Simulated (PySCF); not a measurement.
Isomers of C5H3FO2.

All values: CAM-B3LYP/def2-SVPD (PySCF) at GFN2-xTB geometries, gas phase, one conformer each. Core orbitals are frozen in the response; Δα² is half the sum of the squared differences of the principal polarisabilities.

(1) Rank by dipole moment, lowest first.
A. `[O:1]=[C:2]([F:3])[c:4]1[cH:5][cH:6][cH:7][o:8]1` with O1–C2–C4–C5 180°
B. `[CH:1]#[C:2]/[CH:3]=[C:4](\[F:5])[C:6](=[O:7])[OH:8]` with C3–C4–C6–O7 180°, C4–C6–O8–H 180°
C. `[O:1]=[C:2]1[CH:3]=[CH:4][C:5](=[O:6])[CH:7]1[F:8]` with O1–C2–C3–C4 -168°, C3–C4–C5–O6 169°, C4–C5–C7–F8 139°, O1–C2–C7–C5 163°
D. `[O:1]=[CH:2][c:3]1[cH:4][o:5][c:6]([F:7])[cH:8]1` with O1–C2–C3–C4 0°

(2) Rank by HOMO–LUMO gap, lowest first.
A. `[CH:1]#[C:2]/[CH:3]=[C:4](\[F:5])[C:6](=[O:7])[OH:8]` with C3–C4–C6–O7 180°, C4–C6–O8–H 180°
B. `[O:1]=[CH:2][c:3]1[cH:4][o:5][c:6]([F:7])[cH:8]1` with O1–C2–C3–C4 0°
C. `[O:1]=[C:2]([F:3])[c:4]1[cH:5][cH:6][cH:7][o:8]1` with O1–C2–C4–C5 180° (2-furoylfluoride)
D. `[O:1]=[C:2]1[CH:3]=[CH:4][C:5](=[O:6])[CH:7]1[F:8]` with O1–C2–C3–C4 -168°, C3–C4–C5–O6 169°, C4–C5–C7–F8 139°, O1–C2–C7–C5 163°

Answers

(1) D (1.85 D), B (3.14 D), C (4.25 D), A (4.79 D).

(2) D (7.26 eV), A (7.54 eV), B (7.77 eV), C (7.99 eV).

All values together:

| SMILES | μ (D) | HOMO (eV) | LUMO (eV) | α (Å³) | Δα (Å³) |
| --- | --- | --- | --- | --- | --- |
| O=C(F)c1ccco1 | 4.79 | -8.96 | -0.97 | 9.60 | 6.67 |
| O=C1C=CC(=O)C1F | 4.25 | -9.37 | -2.11 | 9.21 | 5.58 |
| C#C/C=C(\F)C(=O)O | 3.14 | -8.93 | -1.39 | 10.81 | 10.53 |
| O=Cc1coc(F)c1 | 1.85 | -8.61 | -0.84 | 9.22 | 5.76 |

Conformers: `[O:1]=[C:2]([F:3])[c:4]1[cH:5][cH:6][cH:7][o:8]1` with O1–C2–C4–C5 180°; `[O:1]=[C:2]1[CH:3]=[CH:4][C:5](=[O:6])[CH:7]1[F:8]` with O1–C2–C3–C4 -168°, C3–C4–C5–O6 169°, C4–C5–C7–F8 139°, O1–C2–C7–C5 163°; `[CH:1]#[C:2]/[CH:3]=[C:4](\[F:5])[C:6](=[O:7])[OH:8]` with C3–C4–C6–O7 180°, C4–C6–O8–H 180°; `[O:1]=[CH:2][c:3]1[cH:4][o:5][c:6]([F:7])[cH:8]1` with O1–C2–C3–C4 0°.
